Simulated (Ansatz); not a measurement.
GeNH$_{4}$F, closed shell: at a first-order saddle point.

Input (in.yaml):

```yaml
crystal:
  periodic: [false, false, false]
  atoms:
    - {symbol: Ge, position_ang: [-0.593726, -0.271335, 0.428476]}
    - {symbol: F, position_ang: [1.685628, -0.502224, 0.012385]}
    - {symbol: N, position_ang: [-0.260441, 0.590962, -1.037110]}
    - {symbol: H, position_ang: [1.159258, 0.043452, -0.676890]}
    - {symbol: H, position_ang: [-0.753887, -1.788184, 0.374916]}
    - {symbol: H, position_ang: [-0.889973, 0.330123, 1.816551]}
    - {symbol: H, position_ang: [-0.346759, 1.597306, -0.918327]}
basis:
  gaussian: {orbitals: def2-TZVPP}
hamiltonian: {xc: {name: BHLYP}, dispersion: d4}
```

Command:

```bash
ansatz run in.yaml --threads 2 --pin off --events-out ev --progress --plain --max-ram 4352MiB
```

What Ansatz 0.2.0 printed:

```
Functional definition: BHLYP
  name "BHLYP"
  cite "Becke, J. Chem. Phys. 98, 1372 (1993) doi:10.1063/1.464304"
  cite "Becke, Phys. Rev. A 38, 3098 (1988) doi:10.1103/PhysRevA.38.3098"
  cite "Lee, Yang & Parr, Phys. Rev. B 37, 785 (1988) doi:10.1103/PhysRevB.37.785"
  parameter a = 0.5
  exchange = (1 - a)*b88_x + a*exact_x
  correlation = lyp_c
1040 factors; their error is unknown
mean field evaluation 1: about -60780.4341 eV, gradient 6.2e1 eV
mean field evaluation 2: about -60762.9471 eV, gradient 1.0e2 eV
mean field evaluation 4: about -60787.4252 eV, gradient 7.4e0 eV
mean field evaluation 8: about -60787.4974 eV, gradient 1.0e-1 eV
mean field evaluation 16: about -60788.0837 eV, gradient 1.3e-4 eV
mean field -60788.08372950 eV, -2233.9208734161 hartree, gradient 2.6e-5 eV, S^2 0.000000; 0 other end points of the search recorded, 0 dependent functions left out
reference -60788.08387478 eV, -2233.9208787549 hartree; 26, 26 occupied and 140, 140 virtual orbitals, 1040 factors
Total energy: -60788.20803807 eV, -2233.9254416718 hartree
```

The lines “mean field evaluation” count trial sets of orbitals through the whole run, from several starts and some on an approximate energy, so they need not fall steadily or lie above the final value.

The run took about 2.6 s on 2 CPU threads of an Arm Neoverse V1 (shared host).
